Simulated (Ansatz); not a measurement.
Reactions of CH6FGeN, SMILES `N[CH](F)[GeH3]`.

Isolated molecules relaxed with PBE0-D4/def2-TZVP in Ansatz; ΔE leaves out vibrations. CCSD(T)/CBS adds triple-zeta CCSD(T) − MP2 to the extrapolated MP2 energy (def2 sets, frozen cores). This one scheme is used for every species. DFT in def2-TZVPP. def2 core potentials past Kr. For Ge, Te outer-core shells are correlated without core-valence functions, which leaves a few kJ/mol of doubt a bond. Scalar relativity is left out up to krypton. One conformer a species, not always the lowest.

```
                                                              reaction  PBE0-D4 (kJ/mol)  B2PLYP (kJ/mol)  CCSD(T)/CBS(def2) (kJ/mol)
                         `N[CH](F)[GeH3]` + H₂Te → `NC(F)[TeH]` + GeH₄                21               24                          24
                              `N[CH](F)[GeH3]` + H₂S → `NC(F)S` + GeH₄                19               23                          26
         `N[CH](F)[GeH3]` + `[GeH3][TeH]` → `[GeH3][Te][GeH3]` + `NCF`              -108             -104                        -105
                         `N[CH](F)[GeH3]` + HCl → `[Cl][GeH3]` + `NCF`              -106             -109                        -101
`N[CH](F)[GeH3]` + `[SiH3]N[SiH3]` → `[SiH3][N]([SiH3])[GeH3]` + `NCF`               -44              -45                         -48
   `N[CH](F)[GeH3]` + `[CH3][AlH][SH]` → `[CH3][AlH][S][GeH3]` + `NCF`               -86              -82                         -83
       `N[CH](F)[GeH3]` + `N[SiH](O)O` → `O[SiH](O)[NH][GeH3]` + `NCF`               -41              -44                         -44
                      `N[CH](F)[GeH3]` + `CSS` → `CS[S][GeH3]` + `NCF`               -84              -82                         -81
```

Largest T1 diagnostic: 0.012, for `CS[S][GeH3]`.
